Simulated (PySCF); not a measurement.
## Telling isomers of C5H12O2Si apart by NMR

Single conformer, no solvent model, relativity neglected, fast rotation and ring inversion assumed for equivalent nuclei. PBE0/pcSseg-1 with gauge-including orbitals; GFN2-xTB structure; PySCF.

Chemical shifts δ = σref − σ; $^{1}$H (31.72 ppm) and $^{13}$C (186.93 ppm) vs TMS, all at this level. Where no couplings were computed, multiplicities follow the n + 1 count of equivalent neighbours, and m marks all less simple cases (inequivalent or close neighbours, rings, F or P nearby). Shifts are as computed. Against solution values, carbons near 30 ppm lie about +3 ppm off and those near 130 ppm about +5 ppm. Of 1309 compounds with measured shifts, 239 miss one by over three times the rms of a fit or turn the order of signals round; such compounds aren't used in these exercises. OH and NH positions are gas-phase values without hydrogen bonding to other molecules.

(1) Tabulate the signals of `CCO[SiH2]/C=C/OC`, `CC(C)C(=O)C[SiH2]O`, `C/C=C/[SiH](OC)OC`, `CCO[SiH2]/C=C\OC`, `CO[C@H]1C[Si@@H](OC)C1` and their relative energies.

(2) What is the quickest way to tell C/C=C/[SiH](OC)OC from CCO[SiH2]/C=C\OC?

(3) What is the quickest way to tell CC(C)C(=O)C[SiH2]O from CCO[SiH2]/C=C\OC?

(4) What is the quickest way to tell CC(C)C(=O)C[SiH2]O from C/C=C/[SiH](OC)OC?

Results:

(1) 
| SMILES | carbon types | δC | δH | E rel. (kcal/mol) |
| --- | --- | --- | --- | --- |
| CCO[SiH2]/C=C/OC | 2×CH 1×CH2 2×CH3 | 166.0, 91.3, 63.3, 54.5, 20.7 | 6.53 (d, 1H), 5.29 (d, 2H), 4.23 (m, 1H), 3.93 (q, 2H), 3.73 (s, 3H), 1.33 (t, 3H) | 36.2 |
| CC(C)C(=O)C[SiH2]O | 1×C 1×CH 1×CH2 2×CH3 | 223.9, 47.1, 37.4, 20.6 | 4.99 (t, 2H), 3.27 (br s, 1H), 2.61 (sept, 1H), 2.40 (t, 2H), 1.17 (d, 6H) | 0.0 |
| C/C=C/[SiH](OC)OC | 2×CH 3×CH3 | 155.6, 128.3, 51.7, 26.5 | 6.62 (m, 1H), 5.64 (m, 1H), 4.97 (d, 1H), 3.88 (s, 6H), 1.95 (d, 3H) | 7.3 |
| CCO[SiH2]/C=C\OC | 2×CH 1×CH2 2×CH3 | 169.0, 103.9, 63.4, 59.7, 20.9 | 6.92 (d, 1H), 5.02 (d, 2H), 4.81 (m, 1H), 3.86 (q, 2H), 3.81 (s, 3H), 1.25 (t, 3H) | 37.3 |
| CO[C@H]1C[Si@@H](OC)C1 | 1×CH 2×CH2 2×CH3 | 70.4, 57.4, 54.0, 30.6 | 5.13 (m, 1H), 3.85 (s, 3H), 3.37 (s, 3H), 3.36 (m, 1H), 1.86 (m, 2H), 1.68 (m, 2H) | 35.2 |

Energies are electronic energies at PBE0/pcSseg-1 on these geometries, without zero-point or thermal terms, each for the one conformer computed, which needn't be the lowest.

(2) Count the carbon signals: 4 against 5. The first has an alkene CH at 128.3 ppm, the second an sp3 CH2 bonded to O at 63.4 ppm. Their most deshielded carbons lie at 155.6 and 169.0 ppm.

(3) Count the carbon signals: 4 against 5. The first has a ketone carbonyl carbon (C) at 223.9 ppm, the second an alkene carbon bearing oxygen (CH) at 169.0 ppm. In the proton spectra the most deshielded non-exchanging signals are 4.99 (t, 2H) and 6.92 (d, 1H).

(4) Both give the same number of carbon signals, but DEPT or the intensities differ. The first has a ketone carbonyl carbon (C) at 223.9 ppm, the second an alkene CH at 155.6 ppm. In the proton spectra the most deshielded non-exchanging signals are 4.99 (t, 2H) and 6.62 (m, 1H).
